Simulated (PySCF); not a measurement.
Homolysis of single bonds, series Si Br-NH2. All species are isolated molecules in the gas phase. One relaxed conformer stands for each flexible species; it need not be the lowest. Strings in code marks are SMILES. All members: neutral, multiplicity 1. Level: B3LYP-D3(BJ)/def2-TZVP (PySCF), beside PBE-D3(BJ)/def2-TZVP // B3LYP-D3(BJ)/def2-TZVP (PySCF) at the same geometries. B3LYP has the VWN-RPA correlation part, as in Gaussian. 

| species | HOMO–LUMO gap, PBE (eV) | HOMO–LUMO gap, B3LYP-D3(BJ) (eV) |
|---|---|---|
| `Br[Si](Br)(Br)Br` | 4.73 | 6.35 |
| `N[Si](Br)(Br)Br` (H–N–Si–Br torsion 76°) | 4.92 | 6.68 |
| `N[Si](N)(N)N` | 5.25 | 6.91 |
| `N[Si](N)(N)Br` | 5.55 | 7.24 |
| `N[Si](N)(Br)Br` (H–N–Si–Br torsion -64°, Br–Si–N–H torsion -32°) | 5.60 | withheld |

**Question.** Fit y = a + b·x, y being the HOMO–LUMO gap at the first level, to the 4 complete rows by least squares, with x = the PBE value in eV. Give a, b and the rms residual, and predict the withheld value.

**Answer.** Means of the 4 rows: x̄ = 5.1125, ȳ = 6.795 eV. Σ(x − x̄)² = 0.39367 and Σ(x − x̄)(y − ȳ) = 0.40285, so b = 1.023 and a = ȳ − b·x̄ = 1.565 eV. The rms residual is 0.051 eV. At x = 5.6 the line gives 7.29 eV, outside the range of the fitted rows. The run for `N[Si](N)(Br)Br` (H–N–Si–Br torsion -64°, Br–Si–N–H torsion -32°) gave 7.33 eV, so the line is off by 0.04 eV, within twice the rms residual.

Codes: PySCF.
